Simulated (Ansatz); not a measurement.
Program: Ansatz. Geometries: PBE0-D4/def2-TZVP. ΔE: electronic, gas phase. CCSD(T)/CBS adds triple-zeta CCSD(T) − MP2 to the extrapolated MP2 energy (def2 sets, frozen cores). DFT in def2-TZVPP. B3LYP here is the variant with VWN-RPA as its local correlation; programs differ in this. HSE06 is defined as in plane-wave codes. One conformer a species, not always the lowest.

Consider the substitution at a C–C bond: `CCBCC` + `C=C(F)S` → `C=C(F)SC` + `CBCC`.

```tsv
level	ΔE (kJ/mol)	difference from CCSD(T)/CBS
LDA (SPW92)	-15.6	-0.3
PBE-D4	-18.4	-3.1
revPBE-D4	-19.0	-3.7
BLYP-D4	-19.2	-3.9
r2SCAN-D4	-18.2	-2.9
B3LYP-D4	-17.1	-1.8
r2SCANh-D4	-17.4	-2.1
r2SCAN0-D4	-16.4	-1.1
HSE06-D4	-16.2	-0.9
BHLYP-D4	-15.2	0.1
CAM-B3LYP-D4	-14.8	0.5
B2PLYP	-15.5	-0.2
PBE-QIDH	-14.7	0.6
PBE	-17.1	-1.8
revPBE	-16.6	-1.3
BLYP	-16.3	-1.0
r2SCAN	-17.9	-2.6
PBE0	-15.0	0.3
B3LYP	-14.9	0.4
r2SCANh	-17.2	-1.9
r2SCAN0	-16.1	-0.8
HSE06	-15.1	0.2
BHLYP	-13.2	2.1
CAM-B3LYP	-13.5	1.8
RPA@PBE/def2-TZVPP	-10.1	5.2
HF/def2-SVP	-3.4	11.9
MP2/def2-SVP	-6.8	8.5
CCSD/def2-SVP	-3.1	12.2
CCSD(T)/def2-SVP	-4.4	10.9
HF/def2-TZVPP	-9.9	5.4
MP2/def2-TZVPP	-15.8	-0.5
SCS-MP2/def2-TZVPP	-14.0	1.3
CCSD/def2-TZVPP	-10.9	4.4
CCSD(T)/def2-TZVPP	-12.8	2.5
HF/def2-QZVPP	-9.8	5.5
MP2/def2-QZVPP	-17.2	-1.9
SCS-MP2/def2-QZVPP	-15.3	0.0
HF/CBS(def2)	-9.8	5.5
MP2/CBS(def2)	-18.3	-3.0
CCSD/CBS(def2)	-13.4	1.9
CCSD(T)/CBS	-15.3	0
```

Problem. What do rigid-rotor, harmonic-oscillator terms from PBE0-D4/def2-TZVP frequencies (298.15 K, 1 bar) make of the CCSD(T)/CBS value? (Estimate.)

Solution. Computed: ΔZPE = +2.4 kJ/mol, ΔH = -12.2 kJ/mol, ΔS = 13 J/(mol·K), ΔG = -16.2 kJ/mol.

Largest T1 diagnostic among the species: 0.012.

Leaving LDA and LC-ωPBE aside and taking each functional with its dispersion term where it has one, the values spread over 4.4 kJ/mol, from BLYP-D4 to PBE-QIDH. At CCSD(T), def2-SVP lies +10.9 kJ/mol from the extrapolated value and def2-TZVPP +2.5 kJ/mol. From BLYP to BHLYP (50 % exact exchange), in def2-TZVPP and without D4, ΔE moves by +3.1 kJ/mol.
